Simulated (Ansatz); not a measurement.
input.yaml

```yaml
crystal:
  periodic: [false, false, false]
  atoms:
    - { symbol: O, position_ang: [-0.993249, 1.143695, 0.17255] }
    - { symbol: C, position_ang: [0.157688, 0.372409, 0.257553] }
    - { symbol: B, position_ang: [0.34774, -0.990579, -0.00908] }
    - { symbol: Cl, position_ang: [0.711712, -2.619996, -0.313937] }
    - { symbol: H, position_ang: [-1.268698, 1.189787, -0.751463] }
    - { symbol: H, position_ang: [1.044806, 0.904684, 0.644376] }
basis:
  gaussian: { orbitals: def2-SVP }
hamiltonian:
  xc: b3lyp
phonons: {}
```

Launched with:

```bash
$ ansatz run input.yaml --threads 1 --pin off --max-ram 2048MiB --backend cpu --events-out ev --progress --plain --runs-dir out
```

Hardware: 1 thread of Arm Neoverse V1, on a shared host.

**Question.** Roughly how long does this run take, and how much memory?

**Answer.** 47 s, with a peak of 0.12 GiB, for 0 ionic steps.
